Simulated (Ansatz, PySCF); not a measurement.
Pb(CH3)I in two programs

Pb(CH3)I (singlet), relaxed with PySCF 2.14.0, RKS BP86, Pb def2-SVP with ECP60, C def2-SVP, H def2-SVP, I def2-SVP with ECP28; non-relativistic Hamiltonian with scalar-relativistic core potentials where named; density fitting; no spin-orbit coupling:

```xyz
6

Pb    1.0475    0.0000   -0.9891
C     2.8615    0.0000    0.4737
H     3.8211    0.0000   -0.0832
H     2.8035    0.8984    1.1226
H     2.8035   -0.8984    1.1226
I    -0.9395    0.0000    1.0869
```

There the HOMO–LUMO gap is 1.90 eV. 

The same geometry by Ansatz 0.2.0 (PBE, PAW, a periodic box with 9 Å of vacuum):

```csv
spin-orbit coupling,gap (eV),largest force component (eV/Å)
without,2.00,0.32
```

Task: What does the run with spin-orbit coupling give?

Result: gap (eV): 2.00, largest force component (eV/Å): 0.36. It took 19 s on 2 threads of Arm Neoverse V2 (shared host), peak memory 2.1 GiB.

The spin-orbit runs use fully relativistic datasets of their own, so changes of a few hundredths of an eV needn't come from the coupling.

The two programs differ in functional, so their gaps don't test each other.
